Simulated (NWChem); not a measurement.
System: C$_{3}$H$_{7}$N; SMILES C=CCN

```xyz
11

C      0.0311     1.8481    -0.2441
C      0.2782     0.6886     0.3664
C     -0.5341    -0.5650     0.1868
N      0.3422    -1.6887    -0.1742
H     -0.8027     1.9638    -0.9344
H      0.6448     2.7289    -0.0744
H      1.1276     0.5936     1.0426
H     -1.0101    -0.8254     1.1433
H     -1.3522    -0.3701    -0.5300
H      0.7271    -1.5317    -1.1045
H     -0.2008    -2.5488    -0.2263
```
Atoms are numbered in this order, from 1.

All runs use the structure optimised with B3LYP/6-31G* (spherical d). B3LYP is NWChem's, with the RPA form of VWN correlation.

Give the principal values of the shielding tensors (ppm) of C1, C2, C3, N4 from B3LYP/6-31G* (spherical d), GIAO (NWChem), with their diamagnetic and paramagnetic parts as GIAO splits them.


```
atom    σ11    σ22    σ33  isotropic  diamagnetic  paramagnetic
----  -----  -----  -----  ---------  -----------  ------------
C1    -18.5   95.9  164.6       80.6        258.4        -177.7
C2    -49.7   63.2  156.7       56.7        252.1        -195.4
C3    124.9  142.3  157.5      141.5        247.3        -105.7
N4    197.3  231.9  250.3      226.5        316.7         -90.2
```
